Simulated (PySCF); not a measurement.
C2H4FGa. Atoms are numbered in the order given.

```xyz
8

Ga     0.3093    -0.4003     0.0000
H      1.8492    -0.6674     0.0000
F     -0.6951    -1.8542     0.0000
C     -0.6572     1.2894     0.0000
C     -0.0067     2.4636     0.0000
H     -1.7541     1.2936     0.0000
H     -0.5325     3.4268     0.0000
H      1.0886     2.5254     0.0000
```

Geometry optimised at B3LYP-D3(BJ)/def2-SVP. The structure was generated by enumeration; whether it is a known compound was not checked. The values are those of a single conformer.

Calculation: PBE/def2-TZVP (PySCF).

Symmetry labels are those of the subgroup Cs that the program uses (full group Cs).

Question: List the valence orbital energies around the gap with their symmetry. (The exact figures need the calculation; the answer reports its results.)

Answer: 
```
orbital  symmetry  energy (eV)
-------  --------  -----------
HOMO−7         A'       -11.86
HOMO−6         A'       -11.00
HOMO−5         A'        -9.98
HOMO−4         A'        -8.82
HOMO−3         A"        -8.66
HOMO−2         A'        -8.44
HOMO−1         A"        -7.35
HOMO           A'        -7.09
LUMO           A"        -2.54
LUMO+1         A"        -0.70
LUMO+2         A'        -0.54
LUMO+3         A'         0.18
```
